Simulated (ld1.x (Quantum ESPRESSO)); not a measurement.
An all-electron radial function and its pseudo partner (technetium (Tc))

Columns: radius, all-electron u(r) and pseudo u(r) of the 5s shell (level -5.08 eV) of technetium in the configuration [Kr] 4d5 5s2 5p0; PBEsol, scalar-relativistic, PAW scheme, ld1.x (Quantum ESPRESSO) 7.5.

```
r (bohr)  all-electron  pseudo
   0.168       -0.0130  0.0660
   0.335        0.1743  0.1308
   0.503       -0.0317  0.1943
   0.670       -0.2316  0.2551
   0.838       -0.2876  0.3131
   1.005       -0.2230  0.3670
   1.172       -0.0941  0.4167
   1.340        0.0555  0.4620
   1.508        0.1985  0.5020
   1.675        0.3215  0.5364
   1.842        0.4210  0.5652
   2.010        0.4975  0.5884
   2.178        0.5526  0.6058
   2.345        0.5890  0.6173
   2.512        0.6101  0.6231
   2.680        0.6186  0.6234
   2.848        0.6169  0.6180
   3.015        0.6072  0.6073
   3.182        0.5913  0.5913
   3.350        0.5707  0.5707
   3.518        0.5466  0.5466
   3.685        0.5204  0.5204
   3.852        0.4926  0.4926
   4.020        0.4640  0.4640
   4.188        0.4351  0.4351
   4.355        0.4067  0.4067
```

(1) How many radial nodes do the two functions have?

(2) At about which radius was the pseudo-wave matched?

(3) Is the pseudo-wave norm-conserving?

Results:

(1) The all-electron 5s function has n − l − 1 = 4 (the table is too coarse to show those close to the nucleus); the pseudo-wave has 0, since the states of the same l below it are removed with the core.

(2) 3.10 bohr, where the columns begin to agree (steps of 0.17 bohr).

(3) No, it belongs to a PAW set: the norm inside the radius is not constrained, and the difference is carried by the augmentation charge.
